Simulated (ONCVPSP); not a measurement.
Mo: ONCV pseudisation with LDA (Perdew-Zunger), scalar-relativistic reference atom.

ONCVPSP 4.0.1 input, shortened (lines: element, Z, core and valence counts, functional; n l f; lmax; l rc ep ncon nbas qcut; lloc lpopt rc5 dvloc0; l nproj debl; icmod fcfact rcfact), LDA (Perdew-Zunger), scalar-relativistic:

```
  Mo 42.00    8    2        3      upf
    1    0    2.00
    2    0    2.00
    2    1    6.00
    3    0    2.00
    3    1    6.00
    3    2   10.00
    4    0    2.00
    4    1    6.00
    4    2    5.00
    5    0    1.00
    2
    0    3.00    0.00    3    7    1.80
    1    2.30    0.15    3    7    3.80
    2    2.30    0.00    4    9    5.70
    1    5    2.30    0.00
    0    2    2.80
    1    0    0.70
    2    2    1.10
    3    4.75    1.65
```

All-electron outer shells of the reference configuration (LDA (Perdew-Zunger), scalar-relativistic, ld1.x):

| shell | level (eV) | outermost node (bohr) | outermost maximum (bohr) |
| --- | --- | --- | --- |
| 4p | -38.59 | 0.52 | 1.06 |
| 5s | -4.33 | 1.34 | 2.93 |
| 4d | -3.94 | 0.53 | 1.38 |

Does the generator finish with these settings?

Yes, a potential is produced and its reference levels are reproduced.

Estimate the cutoffs (Ha) at which the residual kinetic energy of the hardest occupied pseudo-wave falls to 1 and 0.1 mHa per electron.

13 Ha and 15 Ha.

Does the potential have ghost states?

No bound ghost flagged; GHOST(+) flagged for s at 80.2 eV.

Which valence shell sets the plane-wave cutoff?

4d: 13 Ha for 1 mHa per electron, against 4 Ha for 5s.

Tests: 4d5 5s0; 4d4 5s0; 4d3 5s0; 4d5 5s0 5p1. Which has the largest error in its energy relative to the reference configuration, and how large is it?

4d3 5s0, with -852 meV (all-electron minus pseudo) on +49.85 eV.
